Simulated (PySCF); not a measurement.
formamidinium (CH₅N₂), SMILES [NH2+]=CN, charge +1.

The structure is a stationary point at PBE-D3(BJ)/def2-TZVP. Other conformers were not sampled.

All values below come from TDDFT-B3LYP/def2-SVPD run with PySCF.

Vertical excitations. Gas-phase values at a fixed geometry. State labels are in the subgroup C2v.

```csv
state,symmetry,energy (eV),λ (nm),f,main pairs
S1,B2,7.49,166,0.338,HOMO→LUMO 98 %
S2,A2,8.23,151,0.000,HOMO→LUMO+1 100 %
S3,A2,8.87,140,0.000,HOMO→LUMO+2 99 %
S4,B1,9.18,135,0.024,HOMO→LUMO+3 99 %
S5,B1,9.90,125,0.004,HOMO−2→LUMO 98 %
S6,B1,10.57,117,0.001,HOMO→LUMO+5 96 %
S7,A2,10.68,116,0.000,HOMO→LUMO+4 94 %
S8,A1,10.70,116,0.097,HOMO−1→LUMO 96 %
S9,A2,11.12,111,0.000,HOMO→LUMO+6 93 %
S10,A2,11.53,108,0.000,HOMO−3→LUMO 97 %
T1,B2,5.05,246,0,HOMO→LUMO 99 %
T2,A1,7.89,157,0,HOMO−1→LUMO 99 %
T3,A2,7.93,156,0,HOMO→LUMO+1 98 %
T4,A2,8.73,142,0,HOMO→LUMO+2 97 %
```
Triplets are in the Tamm–Dancoff approximation, which puts them higher than full response would, so one can lie above its singlet here.
